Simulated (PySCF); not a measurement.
## Quadrupole coupling of meta-tolunitrile: levels of theory against gas-phase measurements

Values to reproduce (atoms as numbered below): 14N at N8: χzz = -4.2188 MHz [1].
[1] measured, gas; W. C. Bailey, Calculation of NQCC in Gaseous State Molecules (compilation of microwave values)

Meta-tolunitrile, C₈H₇N.
Structure used (PBE0-D3(BJ)/def2-SVP), in Å, numbered top down from 1:
```xyz
16
C8H7N angstrom
C     -2.5486   -0.7054   -0.1234
C     -1.1591   -0.1407   -0.0808
C     -0.9390    1.2323   -0.2564
C      0.3474    1.7656   -0.2459
C      1.4492    0.9385   -0.0570
C      1.2466   -0.4363    0.1234
C      2.3694   -1.3031    0.3247
N      3.2793   -2.0032    0.4870
C     -0.0513   -0.9678    0.1117
H     -2.5996   -1.6928    0.3562
H     -3.2668   -0.0417    0.3801
H     -2.8906   -0.8252   -1.1647
H     -1.7958    1.8960   -0.4025
H      0.4933    2.8393   -0.3834
H      2.4619    1.3445   -0.0442
H     -0.1885   -2.0417    0.2573
```

What do the calculations give?

PySCF, non-relativistic, all at one geometry, with Q(14N) = 0.02044 b:

| level | functions | 14N N8 (MHz) | computed/reference − 1 (%) |
| --- | --- | --- | --- |
| B3LYP/pcJ-1 | 313 | -4.505 | +6.8 |
| PBE0/pcSseg-1 | 188 | -4.490 | +6.4 |

Closest here is PBE0/pcSseg-1 (6.4 % unsigned error), furthest B3LYP/pcJ-1 (6.8 %); one molecule doesn't rank methods. Computed values are for fixed nuclei, while measured ones can include vibrational averaging.
